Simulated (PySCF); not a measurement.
Computed properties of H2Se, SMILES [SeH2]

hydrogen selenide (H2Se), SMILES [SeH2]. Geometry: ωB97X-D3(BJ)/def2-TZVPD. The values are those of a single conformer. All values are computed for the isolated molecule unless a solvent is named; none is compared with measurement here.

**Structure.** The optimised structure has C2v symmetry. All 3 harmonic modes at ωB97X-D3(BJ)/def2-TZVPD (PySCF) are real, so it is a minimum.

**Vibrations.** The strongest infrared lines (harmonic, unscaled, degenerate partners summed) lie at 2508 cm⁻¹ (10 km/mol, H 99 %), 2498 cm⁻¹ (10 km/mol, H 99 %), 1080 cm⁻¹ (4 km/mol, H 99 %). The softest mode is at 1080 cm⁻¹ and the zero-point energy is 8.7 kcal/mol.

**Electronic structure.** PBE0/def2-TZVPD (PySCF) places the frontier levels at -7.14 and -0.15 eV, a gap of 6.99 eV, and gives a dipole moment of 0.73 D and a mean polarisability of 31.4 bohr³. PBE/def2-TZVPD (PySCF) at the same geometry gives -5.97 and -0.89 eV, so its gap is 1.91 eV narrower. An orbital gap is neither the optical nor the fundamental gap.

**Excitations.** TDDFT-B3LYP/def2-TZVPD (PySCF) has S1 at 5.25 eV (236 nm, f = 0.000, dark); the most intense of the 10 singlets computed lies at 8.66 eV (f = 0.28). T1 (TDA) is at 4.79 eV. TDDFT-PBE/def2-TZVPD (PySCF) puts S1 at 5.23 eV. No vertical singlet excitation falls in the visible range (under 3.1 eV).

**NMR.** GIAO shifts at B3LYP/pcSseg-2 (PySCF) (non-relativistic, atoms alike by connectivity averaged): ¹H at 1.2 ppm against TMS.
